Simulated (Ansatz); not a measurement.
Input for Ansatz (a program for electronic structure): U-B97M-V/def2-TZVPP on CBr3 (SMILES Br[C](Br)Br).

Ansatz 0.2 input:
```yaml
crystal:
  periodic: [false, false, false]
  atoms:
    - {symbol: C, position_ang: [-0.00084557, -0.00097574, -0.23117515]}
    - {symbol: Br, position_ang: [1.85701578, -0.00920040, 0.06919614]}
    - {symbol: Br, position_ang: [-0.91979998, 1.61296396, 0.07447973]}
    - {symbol: Br, position_ang: [-0.93627022, -1.60278782, 0.08759928]}
basis:
  gaussian:
    orbitals: def2-TZVPP
hamiltonian:
  xc: {name: B97M-V}
magnetization: {spin_polarized: true, initial_magnetization: 1}
```

Program output:

```
WARN ansatz: RAYON_NUM_THREADS=4 ignored (pool sized by the plan → 4); use --threads N
Functional definition: B97M-V
integrals: 0.13 GiB planned
1308 factors; their error is unknown
mean field: 1.24 GiB planned
mean field evaluation 1: about -211134.3880 eV, gradient 2.2e1 eV
mean field evaluation 2: about -211124.1784 eV, gradient 4.8e1 eV
mean field evaluation 4: about -211136.7920 eV, gradient 1.2e0 eV
mean field evaluation 8: about -211136.8027 eV, gradient 5.6e-2 eV
mean field evaluation 16: about -211136.7328 eV, gradient 2.4e-4 eV
mean field -211136.73278808 eV, -7759.1318163444 hartree, gradient 3.8e-5 eV, S^2 0.757011; 0 other end points of the search recorded, 0 dependent functions left out
reference -211136.73283483 eV, -7759.1318180625 hartree; 56, 55 occupied and 119, 120 virtual orbitals, 1308 factors
Total energy: -211136.73283483 eV, -7759.1318180625 hartree
```

The run converged.

Cost: roughly 40 core-seconds.
